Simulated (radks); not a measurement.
Values are calculated unless marked as measured or tabulated.
Effect of the nuclear size on the mercury ion Hg+, [Xe] 4f14 5d10 6s1. Level of theory: Dirac Kohn-Sham, exchange-only LDA, spin-unpolarised, spherical densities, finite nucleus; Fermi nuclear charge, rms radius 5.4648 fm (a radial shooting solver on a logarithmic mesh with Libxc functionals). The rms radius is varied about that value; shifts are against it.

rms radius (fm)  total energy shift (eV)  density at nucleus (e/bohr^3)  1s1/2 shift (meV)  2s1/2 shift (meV)  5s1/2 shift (meV)  6s1/2 shift (meV)  6p1/2 (empty) shift (meV)  7s1/2 (empty) shift (meV)
4.503                              -34.8                      2.506e+06             -13900              -2080              -24.2              -2.30                      0.205                     -0.220
5.2298                             -8.88                      2.356e+06              -3550               -530              -6.17             -0.586                      0.052                     -0.056
5.4648                                 0                      2.314e+06              0.000              0.000              0.000              0.000                      0.000                      0.000
5.6506                              7.18                      2.283e+06               2880                429               4.99              0.474                     -0.042                      0.045
6.3556                              35.7                      2.175e+06              14300               2130               24.8               2.36                     -0.210                      0.226

Slopes of the eigenvalues against <r^2> in GHz/fm^2, as finite differences over the two radii next to the reference (eigenvalue slopes, not the field-shift constants of lines): 1s1/2 340000, 2s1/2 50600, 5s1/2 589, 6s1/2 56.0, 6p1/2 (empty) -4.99, 7s1/2 (empty) 5.36.
